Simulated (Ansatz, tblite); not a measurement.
Removing and adding an electron: BMe2(iPr) (C5H13B). The state is a singlet with charge 0. Geometry: PBE-D4/def2-SVP. Ansatz, gas phase; energy differences of separate SCF runs; the oxidised species was run as a doublet alone; the reduced species was run as a doublet alone.

| atom | x (Å) | y (Å) | z (Å) |
| --- | --- | --- | --- |
| B1 | -0.653 | -0.440 | -0.082 |
| C2 | -2.181 | -0.397 | 0.309 |
| H3 | -2.680 | 0.524 | -0.063 |
| H4 | -2.226 | -0.308 | 1.421 |
| H5 | -2.782 | -1.282 | 0.023 |
| C6 | -0.020 | -1.756 | -0.676 |
| H7 | -0.313 | -1.769 | -1.754 |
| H8 | -0.459 | -2.682 | -0.250 |
| H9 | 1.086 | -1.824 | -0.649 |
| C10 | 0.248 | 0.853 | 0.155 |
| C11 | 1.084 | 1.233 | -1.080 |
| C12 | 1.158 | 0.583 | 1.373 |
| H13 | -0.404 | 1.719 | 0.412 |
| H14 | 0.447 | 1.466 | -1.959 |
| H15 | 1.769 | 0.411 | -1.377 |
| H16 | 1.714 | 2.127 | -0.883 |
| H17 | 1.791 | 1.467 | 1.604 |
| H18 | 0.578 | 0.346 | 2.290 |
| H19 | 1.844 | -0.271 | 1.186 |

The xTB rows come from tblite. Correlated methods freeze 6 core orbitals. The rows differ in basis, and correlated rows in double-zeta sets carry the largest basis error.

```
             level  −HOMO (eV)  vertical IE (eV)  −LUMO (eV)  vertical EA (eV)  HOMO–LUMO gap (eV)  IE − EA (eV)                       remarks
          GFN1-xTB       11.74             14.55        6.92              3.65                4.82         10.90                             –
          GFN2-xTB       10.41             13.17        6.01              2.25                4.40         10.92                             –
       HF/def2-SVP           –              9.45           –                 –                   –             –                             –
  PBE-D4/def2-TZVP        6.48              9.38        1.28                 –                5.20             –                             –
 PBE-D4/def2-TZVPD        6.50                 –        1.31             -0.58                5.19             –  HOMO above zero (-1 doublet)
 PBE0-D4/def2-TZVP        7.80              9.70        0.25                 –                7.55             –                             –
PBE0-D4/def2-TZVPD        7.80                 –        0.28             -0.73                7.52             –  HOMO above zero (-1 doublet)
 ωB97X-V/def2-TZVP       10.20              9.93       -1.96                 –               12.16             –                             –
      MP2/def2-SVP           –             10.03           –                 –                   –             –                             –
     CCSD/def2-SVP           –              9.98           –                 –                   –             –                             –
  CCSD(T)/def2-SVP           –              9.94           –                 –                   –             –                             –
```

   A HOMO above zero means that the electron is unbound at that level or that self-interaction error raises the level; the energy of removing that electron tells which. Raw xTB energy differences between charge states are shifted by several eV; the methods need an empirical correction for them. A negative affinity means that the extra electron isn't bound; its size then hangs on the basis.
